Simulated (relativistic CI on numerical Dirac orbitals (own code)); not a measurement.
## Co³⁺ in a cubic cluster: 3s photoemission with charge transfer

Computed with a charge-transfer multiplet model of a cubic metal-ligand cluster with up to 2 ligand holes, Slater and spin-orbit integrals from Dirac-Coulomb-Breit ions, Slater integrals scaled by 0.9. The parameters are those of a tetrahedral site (10Dq negative, t2 hopping the larger). The ground state mixes d6 with configurations of k ligand holes L, whose averages lie at kΔ + k(k − 1)U_dd/2; a core hole lowers each added d electron by U_cd. 20 K, Lorentzian 1.4 eV and Gaussian 0.8 eV FWHM.

Atomic integrals in eV (Slater integrals scaled, ζ unscaled), ground: F2dd 11.345, F4dd 7.087, zeta_d 0.071; with the core hole: F2dd 12.266, F4dd 7.704, zeta_d 0.081, G2cd 12.140.

Cluster parameters (eV): Δ = 4.1, U_cd = 8.4, 10Dq = -0.45, 10Dq(ligand) = 0, V(eg) = 1.4, V(t2g) = -2.38, final-state hopping factor = 0.9.

| Case | n_d | d6 | d7L | d8L2 | S |
| --- | --- | --- | --- | --- | --- |
| U_dd = 4.9 eV | 6.29 | 0.73 | 0.25 | 0.02 | 2.00 |
| U_dd = 5.6 eV | 6.28 | 0.74 | 0.25 | 0.02 | 2.00 |
| U_dd = 7 eV | 6.27 | 0.74 | 0.25 | 0.01 | 2.00 |
| U_dd = 8.4 eV | 6.27 | 0.74 | 0.24 | 0.01 | 2.00 |
| U_dd = 9.1 eV | 6.27 | 0.75 | 0.24 | 0.01 | 2.00 |

Weights, n_d and S are thermal averages at 20 K. Binding energies count from the first peak over 30 % of the highest in each spectrum, which can be another peak from case to case. The parameters are a model scan and need not match a compound or its usual spin state. Peaks in eV (height, largest 100):
- U_dd = 4.9 eV: 0.0 (100), 7.0 (34), 9.7 (36), 17.1 (24), 22.4 (6)
- U_dd = 5.6 eV: 0.0 (100), 7.2 (32), 9.8 (37), 17.3 (23), 22.5 (5)
- U_dd = 7 eV: 0.0 (100), 5.4 (14), 7.5 (30), 9.9 (39), 17.7 (23)
- U_dd = 8.4 eV: 0.0 (100), 5.2 (13), 7.8 (28), 10.0 (42), 15.5 (7), 18.2 (24)
- U_dd = 9.1 eV: 0.0 (100), 5.2 (13), 7.8 (27), 10.0 (44), 15.7 (7), 18.4 (24)

For the case U_dd = 7 eV, Δ = 4.1 eV is smaller than U_dd = 7 eV, the charge-transfer side of the Zaanen-Sawatzky-Allen scheme. With the core hole the average of the configuration with one ligand hole lies at Δ − U_cd = -4.3 eV before mixing: the effective hopping of about 3.8 eV (from the holes of the mixed ground state) is comparable with this gap or larger, so the configurations mix strongly.

With at most 2 ligand holes the space is cut while the next configuration still counts, so covalency is underestimated, and a final configuration with one more ligand hole, which can lie low, is missing from the spectra.

Without intra-shell correlation the exchange splitting of the 3s hole comes out too large.
